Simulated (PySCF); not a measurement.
**Basis and Hamiltonian dependence of the ionisation energy of Sc²⁺**

Sc²⁺ [Ar] 3d1 (2D) → Sc³⁺ [Ar] (1S). All values are computed (PySCF 2.14, energy differences of UHF-based or UKS calculations, no spin-orbit coupling). Values in eV.

| basis | Hamiltonian | functions | UHF | PBE | PBE0 | CCSD(T) (valence and next inner shell) |
| --- | --- | --- | --- | --- | --- | --- |
| x2c-SVPall | spin-free X2C | 36 | 24.269 | n/a | n/a | n/a |
| Sapporo-DKH3-DZP-2012 | spin-free X2C | 43 | 23.779 | 25.278 | 25.138 | n/a |
| aug-cc-pVDZ-DK | spin-free X2C | 59 | 24.180 | 25.737 | 25.599 | n/a |
| aug-cc-pVDZ | non-relativistic | 59 | 24.271 | 25.800 | 25.668 | n/a |
| def2-TZVPPD | non-relativistic | 67 | 23.937 | 25.424 | 25.286 | 24.119 |
| x2c-TZVPPall with one added diffuse shell each of s, p, d, f type | spin-free X2C | 80 | 23.793 | 25.283 | 25.143 | 23.983 |
| def2-QZVPPD | non-relativistic | 93 | 24.022 | 25.515 | 25.369 | 24.512 |
| aug-cc-pVTZ | non-relativistic | 93 | 23.981 | 25.455 | 25.316 | n/a |
| dyall-av2z | non-relativistic | 101 | 23.914 | 25.415 | 25.275 | n/a |
| aug-cc-pVTZ with one added diffuse shell each of s, p, d, f, g type | non-relativistic | 118 | 23.981 | 25.455 | 25.316 | n/a |
| x2c-QZVPPall with one added diffuse shell each of s, p, d, f, g type | spin-free X2C | 121 | 23.874 | 25.370 | 25.222 | n/a |
| aug-cc-pwCVTZ | non-relativistic | 127 | 24.004 | 25.462 | 25.324 | n/a |
| aug-cc-pVQZ-DK | spin-free X2C | 140 | 23.859 | 25.325 | 25.186 | n/a |

**Question.** Estimate the row for pcseg-2 (non-relativistic, 56 functions).

**Answer.** From the rows with the same Hamiltonian and similar size; the calculation gives UHF 23.93 (eV).

Frozen in the all-electron rows: valence: [Ar]; valence and next inner shell: [Ne].

At UHF, x2c-SVPall, aug-cc-pVDZ-DK lie more than 0.3 eV from the median of the rows with comparable relativity. Sets contracted for the neutral atom can be stiff in a shell that they treat as core.

Non-relativistic rows lack the scalar-relativistic shift.

Between the lowest levels the reference is 24.757 eV (measured; NIST Atomic Spectra Database, ionization energies); it includes spin-orbit coupling, which these numbers lack.
